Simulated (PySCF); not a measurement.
**Vertical excitation energies**

Species: C2H6FGeO2P.
SMILES: `[F][Ge]1([PH2])[O]CC[O]1`

Computed, not measured: TDDFT B3LYP/def2-SVPD, vertical, gas phase, core orbitals frozen in the response in PySCF 2.14.0, density-fitted response routines. Isolated species at its PBE0-D3(BJ)/def2-SVP geometry (one conformer only). Relativistic effects, spin–orbit coupling among them, are left out although an element past zinc is present.

```json
{"state": "S1", "E (eV)": "5.82", "E (hartree)": "0.2140", "f": "0.0014", "main configurations (H = HOMO, L = LUMO)": "H→L (98%)"}
{"state": "S2", "E (eV)": "6.42", "E (hartree)": "0.2361", "f": "0.0039", "main configurations (H = HOMO, L = LUMO)": "H→L+1 (82%), H-2→L (14%)"}
{"state": "S3", "E (eV)": "6.54", "E (hartree)": "0.2402", "f": "0.049", "main configurations (H = HOMO, L = LUMO)": "H-2→L (51%), H-1→L (34%), H→L+1 (12%)"}
{"state": "S4", "E (eV)": "6.61", "E (hartree)": "0.2430", "f": "0.137", "main configurations (H = HOMO, L = LUMO)": "H-1→L (40%), H-1→L+1 (28%), H-2→L (21%)"}
{"state": "S5", "E (eV)": "6.67", "E (hartree)": "0.2453", "f": "0.082", "main configurations (H = HOMO, L = LUMO)": "H-1→L+1 (67%), H-1→L (13%), H-2→L (10%)"}
{"state": "S6", "E (eV)": "6.80", "E (hartree)": "0.2498", "f": "0.0074", "main configurations (H = HOMO, L = LUMO)": "H→L+2 (92%)"}
```

The lowest singlet comes at 213 nm (562 kJ/mol) in the ultraviolet; it is very weak; its leading configuration is HOMO→LUMO (98%). The strongest level in the table is S4 at 6.61 eV (188 nm, f = 0.137). Löwdin shares by element: HOMO oxygen 60%, carbon 21% (atoms not listed hold the other 19%); LUMO phosphorus 42%, germanium 21%, fluorine 10%, oxygen 8% or more (atoms not listed hold the other 19%). The oscillator strengths of these states sum to 0.281; summed over the whole spectrum of an exact calculation they would give the number of electrons, 90 (Thomas–Reiche–Kuhn). The listed states span 0.97 eV, and the widest gap between neighbours is 0.60 eV (S1 to S2). Orbital energies (eV): HOMO-3 -9.05, HOMO-2 -8.59, HOMO-1 -8.27, HOMO -7.84, LUMO -1.05, LUMO+1 -0.52, LUMO+2 -0.25. No computed singlet lies in the visible range (380 to 750 nm); the lowest, at 213 nm, stands 2.56 eV above its violet end (3.26 eV). Only the lowest 6 singlets were computed, as vertical energies without vibronic structure.

On an x86-64 server with one thread, shared host, this took 48 s of wall time.
